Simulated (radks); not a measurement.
Removal energies from the platinum ion Pt10+, [Xe] 4f14, by Delta-SCF beside the eigenvalue of the level emptied. All-electron calculation, scalar-relativistic Kohn-Sham, r2SCAN, spin-polarised, spherical densities, finite nucleus; meta-GGA in the generalised Kohn-Sham scheme; Fermi nuclear charge, rms radius of each element as measured or else 0.836 A^(1/3) + 0.57 fm. Program: a radial shooting solver on a logarithmic mesh with Libxc functionals. Open shells are filled with parallel spins first.

removed from,final configuration,Delta-SCF (eV),-eigenvalue (eV)
5p,[Kr] 4d10 4f14 5s2 5p5,225.55,215.42
4f,[Xe] 4f13,257.21,239.79
5s,[Kr] 4d10 4f14 5s1 5p6,277.19,266.23
4d,[Kr] 4d9 4f14 5s2 5p6,498.78,481.14
